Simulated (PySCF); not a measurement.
Precursor series Cd OH-NH2. Isolated molecules, 0 K electronic values unless said otherwise. One relaxed conformer stands for each flexible species; it need not be the lowest.

Level of theory: PBE-D3(BJ)/def2-TZVP // r2SCAN-D4/def2-SVP (PySCF). 

| species | charge on the central atom (Mulliken) (e) | HOMO (eV) | HOMO–LUMO gap (eV) | mean distance from the central atom to its bonded neighbours (Å) | coordination number |
|---|---|---|---|---|---|
| 0 of 2 OH replaced by NH2 ([Cd(OH)2]) | 0.78 | -6.44 | 4.10 | 1.961 | 2 |
| 1 of 2 OH replaced by NH2 | 0.71 | -5.81 | 3.94 | 1.984 | 2 |
| 2 of 2 OH replaced by NH2 ([Cd(NH2)2]) | 0.67 | -5.37 | 3.96 | 2.005 | 2 |
